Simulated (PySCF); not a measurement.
## `InChI=1S/C5H8O4/c1-4-2-7-5(9-4)8-3-6/h3-5H,2H2,1H3/t4-,5-/m1/s1`

Molfile (atoms numbered from 1):
```
C5H8O4
     RDKit          3D

 17 17  0  0  0  0  0  0  0  0999 V2000
   -1.7905   -0.7109   -0.7261 C   0  0  0  0  0  0  0  0  0  0  0  0
   -1.2659   -0.1525    0.5893 C   0  0  2  0  0  0  0  0  0  0  0  0
   -0.8156    1.3229    0.4832 C   0  0  0  0  0  0  0  0  0  0  0  0
    0.5429    1.3049    0.9027 O   0  0  0  0  0  0  0  0  0  0  0  0
    0.9759    0.0122    0.7550 C   0  0  2  0  0  0  0  0  0  0  0  0
    1.4232   -0.1930   -0.6066 O   0  0  0  0  0  0  0  0  0  0  0  0
    2.7159   -0.4014   -0.8127 C   0  0  0  0  0  0  0  0  0  0  0  0
    3.5807   -0.4472    0.0053 O   0  0  0  0  0  0  0  0  0  0  0  0
   -0.0742   -0.8241    1.0131 O   0  0  0  0  0  0  0  0  0  0  0  0
   -2.6881   -0.1736   -1.0213 H   0  0  0  0  0  0  0  0  0  0  0  0
   -1.0346   -0.6092   -1.5007 H   0  0  0  0  0  0  0  0  0  0  0  0
   -2.0283   -1.7644   -0.6068 H   0  0  0  0  0  0  0  0  0  0  0  0
   -2.0001   -0.3008    1.3874 H   0  0  0  0  0  0  0  0  0  0  0  0
   -1.3566    1.9931    1.1514 H   0  0  0  0  0  0  0  0  0  0  0  0
   -0.8861    1.6834   -0.5483 H   0  0  0  0  0  0  0  0  0  0  0  0
    1.8210   -0.1937    1.4221 H   0  0  0  0  0  0  0  0  0  0  0  0
    2.8735   -0.5335   -1.8969 H   0  0  0  0  0  0  0  0  0  0  0  0
  1  2  1  0
  2  3  1  0
  3  4  1  0
  4  5  1  0
  5  6  1  0
  6  7  1  0
  7  8  2  0
  5  9  1  0
  9  2  1  0
  1 10  1  0
  1 11  1  0
  1 12  1  0
  2 13  1  1
  3 14  1  0
  3 15  1  0
  5 16  1  1
  7 17  1  0
M  END
```

Computed, not measured: TDDFT CAM-B3LYP/def2-SVPD circular dichroism and optical rotation, one conformer, gas phase (PySCF 2.14.0). Geometry: GFN2-xTB.

The molecule is flexible and this is one conformer; a measurement averages over conformers.

**Question.** Draw the ECD and absorption spectra from the lowest 8 states, each a Gaussian of half-width 0.35 eV at 1/e height.

**Answer.** 
| E (eV) | λ (nm) | Δε (L mol⁻¹ cm⁻¹) | ε (L mol⁻¹ cm⁻¹) |
| --- | --- | --- | --- |
| 5.41 | 229 | -0.16 | 7.7 |
| 5.51 | 225 | -0.34 | 16 |
| 5.61 | 221 | -0.60 | 28.4 |
| 5.71 | 217 | -0.90 | 42.7 |
| 5.81 | 213 | -1.15 | 54.6 |
| 5.91 | 210 | -1.25 | 59.2 |
| 6.01 | 206 | -1.15 | 54.6 |
| 6.11 | 203 | -0.90 | 42.7 |
| 6.21 | 200 | -0.60 | 28.4 |
| 6.31 | 196 | -0.34 | 16 |
| 6.41 | 193 | -0.16 | 7.7 |
| 6.51 | 190 | -0.07 | 3.14 |
| 6.61 | 187 | -0.02 | 1.09 |
| 6.71 | 185 | -0.01 | 0.341 |
| 6.81 | 182 | 0.00 | 0.233 |
| 6.91 | 179 | 0.00 | 0.903 |
| 7.01 | 177 | +0.01 | 4.36 |
| 7.11 | 174 | +0.03 | 18.2 |
| 7.21 | 172 | +0.12 | 64.9 |
| 7.31 | 170 | +0.38 | 197 |
| 7.41 | 167 | +1.02 | 510 |
| 7.51 | 165 | +2.27 | 1130 |
| 7.61 | 163 | +4.24 | 2130 |
| 7.71 | 161 | +6.58 | 3440 |
| 7.81 | 159 | +8.39 | 4790 |
| 7.91 | 157 | +8.60 | 5790 |
| 8.01 | 155 | +6.82 | 6150 |
| 8.11 | 153 | +3.78 | 5910 |
| 8.21 | 151 | +1.03 | 5350 |
| 8.31 | 149 | -0.14 | 4810 |
| 8.41 | 147 | +0.51 | 4470 |
| 8.51 | 146 | +2.14 | 4270 |

Δε uses R in velocity form, ε uses f in length form. Only the states computed contribute, so the short-wavelength end is incomplete.
